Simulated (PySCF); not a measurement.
C₂H₆ClIn, SMILES C[CH2][InH][Cl]. Geometry: PBE-D3(BJ)/def2-SVP. The structure was generated by enumeration; whether it is a known compound was not checked. The def2 effective core potentials stand for the cores of In; spin–orbit coupling is left out. Other conformers were not sampled.

### Question
Give the equilibrium geometry at PBE-D3(BJ)/def2-SVP (PySCF confirms it by a frequency run) as a Z-matrix, and its point group. (Estimate from the structure and the level; the computed values follow.)

### Answer
Several could match; the one computed here: point group Cs.
```
C
H 1 1.1102
H 1 1.1102 2 106.13
C 1 1.5287 2 112.20 3 122.87
H 4 1.1094 1 112.31 2 59.95
H 4 1.1094 5 107.04 1 -123.71
H 4 1.1118 5 106.79 6 -114.09
In 1 2.1830 2 104.84 3 -110.63
H 8 1.7383 1 137.31 2 -124.22
Cl 8 2.3983 9 111.08 1 180.00
```
Charge 0, spin multiplicity 1.
